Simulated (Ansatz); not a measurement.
Born–Oppenheimer molecular dynamics of AlF2H3O (7 atoms, charge 0, multiplicity 1). It starts at the highest image of a converged band, a first-order saddle point between two minima.

These are results of RHF/6-31G* in Ansatz, not measurements.

- ensemble: NVE (velocity Verlet)
- time step: 0.5 fs
- steps asked: 200
- starting velocities drawn for: 300 K
- seed: 8985

First frame:

```xyz
7
Properties=species:S:1:pos:R:3
Al 0.060 -0.270 -0.085
H -0.008 -0.047 1.664
F 1.446 0.302 -0.721
F -1.365 0.089 -0.796
O 0.112 -1.935 0.618
H -0.569 -2.592 0.524
H -0.005 -1.072 1.519
```

Question: What does the run give?

Answer: The run went to its last step.

- steps done: 200
- time covered: 100 fs
- mean temperature over the second half: 1964 K
- spread of the potential energy over the second half: 15.2 meV per atom
- mean potential energy of the second half above the start: -153.6 meV per atom

The conserved energy stayed within 0.41 meV per atom of its start (net change -0.072 meV per atom), so the integration is sound. The kinetic energy rose, since the run started high on the potential surface and went downhill. It ends in pieces (AlF2HO + H2), so much of that is their flight and rotation, not heat. A run of 0.1 ps of so small a system gives no equilibrium averages. The orbitals stay closed-shell, which can raise the energy where a bond breaks towards radicals; this wasn't checked here.

Question: What happens to the structure?

Answer: Between its relaxed ends the band would form H2–H7 and break Al1–H2, O5–H7. These pairs go: H2–H7 1.04 → 0.76 Å, Al1–H2 1.76 → 9.57 Å, O5–H7 1.25 → 11.24 Å. In the last frame they stand as after the step (other bonds may differ from the relaxed reactants and products). Also parted: Al1–H7 1.79 → 10.32 Å. It ends as AlF2HO + H2. Pairs count as bonded within 1.25 times the sum of covalent radii (0.12 Å more for H–H). The details hang on the random start.

Question: How do temperature and energy run in time?

Answer: 
```csv
time (fs),T (K),potential energy less start (eV),conserved less start (meV/atom)
0,300,0.000,0.00
5,198,0.066,0.11
10,680,-0.244,0.16
15,1585,-0.829,0.21
20,2161,-1.204,-0.22
25,2140,-1.189,-0.01
30,2045,-1.126,0.32
35,2318,-1.304,-0.04
40,2248,-1.258,0.13
45,2104,-1.166,-0.03
50,1870,-1.014,0.19
55,1757,-0.940,0.22
60,1878,-1.022,-0.21
65,1941,-1.059,0.21
70,1977,-1.083,0.06
75,1836,-0.993,0.00
80,2117,-1.174,0.08
85,2357,-1.331,-0.16
90,2026,-1.113,0.32
95,1884,-1.023,0.04
100,1940,-1.060,-0.07
```

Run time: 2 min on 1 thread of Arm Neoverse V2, on a shared host, peak memory 0.11 GiB.
